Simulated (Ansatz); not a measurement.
C₂H₈FInO (`[CH3][In-]([CH3])([OH2+])[F]`). The species carries charge 0 and has multiplicity 1. In: def2 effective core potential.

Z-matrix (Å, degrees):
```
C
In 1 2.130
H 1 1.090 2 112.3
H 1 1.091 2 108.5 3 120.8
H 1 1.091 2 108.8 3 -121.2
C 2 2.136 1 143.8 3 -1.2
O 2 2.398 1 102.1 3 -130.0
F 2 2.049 1 107.1 3 158.9
H 6 1.091 2 110.7 1 -69.1
H 6 1.090 2 108.7 1 170.8
H 6 1.091 2 110.9 1 51.1
H 7 0.961 2 118.8 1 152.3
H 7 0.986 2 79.3 1 -104.2
```

Task: List the harmonic frequencies (cm⁻¹, unscaled) at PBE0-D4/def2-TZVP in Ansatz. (Estimate.)

Result: Computed: 32, 41, 89, 108, 119, 130, 207, 232, 368, 485, 492, 501, 548, 679, 703, 732, 744, 840, 1195, 1197, 1450, 1451, 1453, 1455, 1631, 3063, 3066, 3154, 3159, 3163, 3166, 3428, 3893.

Task: Is this a minimum?

Result: Yes, all 33 modes are real.

Task: Give the ideal-gas thermochemistry at 298.15 K and 1 bar (rigid rotor, harmonic oscillator; point group C1, symmetry number 1).

Result: Zero-point energy 257.0 kJ/mol; H(298) − E = 286.4 kJ/mol; entropy 427.7 J/(mol·K), of which translation 173.8, rotation 115.5, vibration 138.5; G(298) − E = 158.9 kJ/mol. Modes under 100 cm⁻¹ are hindered rotations or soft bends, so the harmonic entropy is rough.

Task: And at 400, 500, 600, 800 and 1000 K?

Result: 
| T (K) | H − E (kJ/mol) | S (J/mol/K) | G − E (kJ/mol) |
| --- | --- | --- | --- |
| 400 | 302.2 | 473.1 | 113.0 |
| 500 | 319.6 | 511.8 | 63.7 |
| 600 | 338.4 | 546.1 | 10.8 |
| 800 | 379.6 | 605.2 | -104.5 |
| 1000 | 424.6 | 655.4 | -230.7 |

Task: Rotational constants (cm⁻¹)?

Result: 0.08806, 0.08569, 0.06348.
